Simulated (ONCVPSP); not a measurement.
# nitrogen (N), ONCV: configuration errors across variants

- Element: nitrogen (N)
- Generator: ONCVPSP 4.0.1
- Type: optimised norm-conserving Vanderbilt (ONCV)
- Functional: LDA (Perdew-Zunger)
- Relativity: scalar-relativistic
- Frozen core: [He]
- Valence charge: 5
- Reference configuration: 2s2 2p1 (charge +2)
- Partial waves: 2s: rc 0.95 bohr, ncon 5, nbas 8, qcut 7.3 1/bohr, 1 projector; 2p: rc 2.25 bohr, ncon 4, nbas 7, qcut 7 1/bohr, 2 projectors, debl 2.6 Ha
- Local potential: polynomial inside 0.60 bohr (lpopt 5, dvloc0 6 Ha)
- Core correction: Teter function, fcfact 4.5, rcfact 1.25

In the p channel the program set the typed energies aside and used -1.382, 0.050 Ha.

All-electron excitation energies from the reference (eV): (1) 2s2 2p3 -42.701; (2) 2s2 2p2 -28.970; (3) 2s2 2p0 47.165; (4) 2s1 2p0 124.638.

Errors AE − PS in meV (a dash: test not solved or not reliable):

| change | (1) | (2) | (3) | (4) | bound ghosts | GHOST(+) flags above zero |
| --- | --- | --- | --- | --- | --- | --- |
| base | +754 | +299 | +580 | +1377 | none | none |
| p: qcut 4.4 | – | +574 | +1018 | +2359 | none | none |
| p: qcut 5 | +1254 | +479 | +871 | +2027 | none | none |
| p: qcut 6.8 | +795 | +313 | +604 | +1429 | none | none |
| p: qcut 7.6 | +656 | +262 | +517 | +1241 | none | none |
| p: qcut 8.7 | +544 | +221 | +449 | +1086 | none | none |
| p: qcut 9.5 | +517 | +210 | +427 | +1045 | none | none |
| p: qcut 10.6 | +522 | +213 | +433 | +1053 | none | none |

Question: Give the same row for: p: qcut 6.

Answer: +955, +373, +699, +1641; bound ghosts: none; GHOST(+) flags above zero: none.
